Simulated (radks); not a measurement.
K2+, 17 electrons, occupied as [Ne] 3s2 3p5 (the NIST ground configuration). Calculated with a radial shooting solver on a logarithmic mesh with Libxc functionals: scalar-relativistic Kohn-Sham, exchange-only r2SCAN, spin-polarised, spherical densities, finite nucleus; open shells are filled with parallel spins first; meta-GGA in the generalised Kohn-Sham scheme; Fermi nuclear charge, rms radius 3.4349 fm.

Local quantities along the radius. ELF = 1/(1 + alpha^2) is the electron localisation function; alpha = (tau - tau_W)/tau_unif compares the Pauli kinetic energy density with that of the uniform gas (summed over spins). tau is taken from the large components.

```
   r/bohr * ELF (the largest magnitude, 1, reaches the edge; | marks zero)
 0.003362 |                                                      *
 0.003761 |                                                      *
  0.00424 |                                                      *
 0.004781 |                                                      *
  0.00539 |                                                      *
 0.006078 |                                                      *
 0.006798 |                                                      *
 0.007665 |                                                      *
 0.008642 |                                                      *
 0.009744 |                                                      *
  0.01099 |                                                      *
  0.01239 |                                                      *
  0.01385 |                                                      *
  0.01562 |                                                      *
  0.01761 |                                                      *
  0.01986 |                                                      *
  0.02239 |                                                      *
  0.02504 |                                                      *
  0.02824 |                                                      *
  0.03184 |                                                      *
   0.0359 |                                                      *
  0.04047 |                                                      *
  0.04527 |                                                     *
  0.05104 |                                                     *
  0.05755 |                                                    *
  0.06489 |                                                  *
  0.07316 |                                              *
  0.08183 |                                        *
  0.09226 |                              *
    0.104 |                     *
   0.1173 |               *
   0.1322 |             *
   0.1491 |              *
   0.1668 |                  *
    0.188 |                          *
    0.212 |                                  *
    0.239 |                                        *
   0.2695 |                                            *
   0.3015 |                                              *
   0.3399 |                                              *
   0.3832 |                                             *
   0.4321 |                                         *
   0.4872 |                              *
   0.5449 |               *
   0.6144 |      *
   0.6927 |     *
    0.781 |          *
   0.8806 |                         *
    0.985 |                                       *
    1.111 |                                             *
    1.252 |                                               *
    1.412 |                                               *
    1.592 |                                              *
    1.795 |                                           *
    2.007 |                                     *
    2.263 |                            *
    2.552 |                 *
    2.877 |       *
    3.244 |  *
    3.629 |*
    4.091 *
    4.613 *
```

On this mesh the ELF has minima near r = 0.13, 0.69 bohr, which separate the shells, and maxima near 0.34 (0.86), 1.3 (0.88).

Self-consistent cycle (total energy in hartree, residual of the potential): 1: -599.250018, 3e+00; 2: -599.917052, 2e+00; 3: -600.260789, 3e-01; 4: -600.263731, 4e-02; 5: -600.264254, 3e-03; 6: -600.264255, 5e-04; 7: -600.264257, 1e-04; 8: -600.264257, 1e-04; 9: -600.264257, 7e-05; 10: -600.264257, 7e-06; 11: -600.264257, 3e-06; 12: -600.264257, 4e-06; 13: -600.264257, 7e-07.
